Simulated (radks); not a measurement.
Values are calculated unless marked as measured or tabulated.
Valence configurations of the carbon ion C2+ (all share [He]). Level of theory: scalar-relativistic Kohn-Sham, LDA (Slater exchange, Perdew-Wang correlation), spin-polarised, spherical densities, finite nucleus; open shells are filled with parallel spins first; Fermi nuclear charge, rms radius 2.4702 fm (a radial shooting solver on a logarithmic mesh with Libxc functionals). Energies are relative to 2s2; eigenvalues in eV for spin up.

valence,E (eV),moment (Bohr magnetons),e(2p),e(2s)
2s2,0.000,0,-,-40.170
2s1.5 2p0.5,3.572,1,-32.640,-40.994
2s1 2p1,5.820,2,-33.087,-41.483
2s0.5 2p1.5,10.016,2,-32.906,-41.294
2p2,14.209,2,-32.724,-

NIST lists [He] 2s2 as the ground configuration; this level of theory agrees among the configurations tried. The energies are those of spherical high-spin densities, not of single terms.
